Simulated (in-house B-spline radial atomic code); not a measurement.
Ni is squeezed into an impenetrable sphere of radius R (the orbitals vanish at R). Computed with a B-spline radial code for spherical atoms: non-relativistic PBE, spin-polarised, spherical fractional occupations, point nucleus.

Energies in eV above the free atom in [Ar] 3d8 4s2:

| R (bohr) | highest level (eV) | [Ar] 3d8 4s2 | [Ar] 3d7 4s2 4f1 | [Ne] 3s2 3p5 3d9 4s2 | -dE/dV in [Ar] 3d8 4s2 (GPa) |
| --- | --- | --- | --- | --- | --- |
| 7.58 | -5.16 | 0.1039 | 20.02 | 61.51 | 0.185 |
| 6.19 | -4.62 | 0.5392 | 23.9 | 61.93 | 1.43 |
| 4.87 | -2.8 | 2.626 | 32.14 | 63.96 | 11.7 |
| 3.9 | 1.47 | 9.036 | 47.37 | 70.26 | 68.2 |
| 3.45 | 5.89 | 16.79 | 61.74 | 77.95 | 173 |
| 2.96 | 15 | 34.86 | 90.29 | 96.05 | 537 |
| 2.43 | 37.3 | 85 | 158.4 | 146.7 | 2250 |
| 2.02 | 78 | 189.8 | 285.6 | 253.2 | 8500 |
| 1.85 | 108 | 276.1 | 385 | 340.9 | 15900 |
| 1.25 | 415 | 1367 | 1562 | 1439 | 234000 |

Question: Does [Ar] 3d7 4s2 4f1 fall below [Ar] 3d8 4s2 under compression?

Answer: No, it stays above over the whole range.

Question: Does [Ne] 3s2 3p5 3d9 4s2 fall below [Ar] 3d8 4s2 under compression?

Answer: No, it stays above over the whole range.

The highest level is first positive in the row R = 3.9 bohr, pushed up by confinement above the zero of the free ion's potential. Each configuration is held fixed and needn't be the lowest in the sphere.
